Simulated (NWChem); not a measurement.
System: CH₃ClOSi, singlet; SMILES O([Si]Cl)C

The following NWChem deck was run.

```
start job
memory heap 200 mb stack 900 mb global 1100 mb
geometry units angstroms noautoz
  Si     1.127177     0.120320    -0.000310
  Cl    -0.487722     1.505819     0.000044
  O      0.339752    -1.326480     0.000232
  C     -0.991694    -1.776848     0.001232
  H     -1.702758    -0.935626    -0.002419
  H     -1.164630    -2.401805    -0.888614
  H     -1.165841    -2.394815     0.895683
end
basis spherical
  * library def2-svp
end
dft
  xc xwpbe 1.00 cpbe96 1.0 hfexch 1.00
  cam 0.4 cam_alpha 0.0 cam_beta 1.0
  iterations 150
  mulliken
end
task dft energy
```

Low-valent species are run as closed-shell singlets; no triplet was tried in these runs. All runs use the structure optimised with PBE0/def2-SVP.

Task: Give the results of this calculation. (LC-wPBE (HJS exchange hole, range parameter 0.4 per bohr)/def2-SVP.) Quantities: energy (Ha); highest occupied level (eV); orbital gap (eV); dipole (D).

Result: 
- energy (Ha) = -864.21
- highest occupied level (eV) = -10.02
- orbital gap (eV) = 10.38
- dipole (D) = 1.79
